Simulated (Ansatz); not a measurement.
`C[Se][AlH][Br]` + H–F → `C[Se][AlH][F]` + HBr at 400 K and 1 bar (ligand exchange at the Al–Br bond).

Gas-phase electronic energies from Ansatz, PBE0-D4/def2-TZVP geometries. CCSD(T)/CBS is the MP2 limit (def2-TZVPP, def2-QZVPP) plus CCSD(T) − MP2 in def2-TZVPP, frozen cores. This one scheme is used for every species. For Br, Se outer-core shells are correlated without core-valence functions, which leaves a few kJ/mol of doubt a bond. Scalar relativity is left out up to krypton. Each species was taken in one conformer, which may not be the lowest.

| species | CCSD(T)/CBS energy (Eh) | H − E (kJ/mol) | S (J/(mol·K)) |
| --- | --- | --- | --- |
| `C[Se][AlH][Br]` | -5256.60483 | 153.8 | 404.7 |
| H–F | -100.39570 | 36.5 | 182.2 |
| `C[Se][AlH][F]` | -2783.08628 | 155.5 | 377.6 |
| HBr | -2573.91920 | 27.6 | 207.2 |

H − E and S are ideal-gas, rigid-rotor, harmonic terms from PBE0-D4/def2-TZVP, for one conformer and one mirror image of each species. 1 Eh = 2625.50 kJ/mol, R = 8.31446 J/(mol·K).

**Question.** By hand: ΔE, ΔH, ΔS and ΔG.

**Answer.** ΔE = (-2783.08628) + (-2573.91920) − (-5256.60483) − (-100.39570) = -0.00495 Eh = -13.0 kJ/mol. Δ(H − E) = 155.5 + 27.6 − 153.8 − 36.5 = -7.2, so ΔH = -20.2 kJ/mol. ΔS = 377.6 + 207.2 − 404.7 − 182.2 = -2.1 J/(mol·K). ΔG = -20.2 − 400 × (-2.1)/1000 = -19.4 kJ/mol.

**Question.** By hand: the equilibrium constant, and the temperature at which ΔG would vanish if ΔH and ΔS stayed fixed.

**Answer.** log₁₀ K = −ΔG/(RT ln 10) = 2.5. ΔG = 0 at ΔH/ΔS = 9619 K, far beyond where these terms or the molecules hold.

The number of gas molecules stays the same, so ΔS is small and ΔH decides. A doubt of 5 kJ/mol in ΔE shifts log₁₀ K by 0.7 here. Other conformers and mirror images would add mixing entropy, several J/(mol·K) or more a flexible species. Modes under 60 cm⁻¹, often nearly free rotors, make the harmonic entropy too high. These are equilibria of isolated gas molecules and say nothing of rates. Largest T1 diagnostic: 0.010 (customary marks: 0.02 for closed shells, 0.045 for open ones).
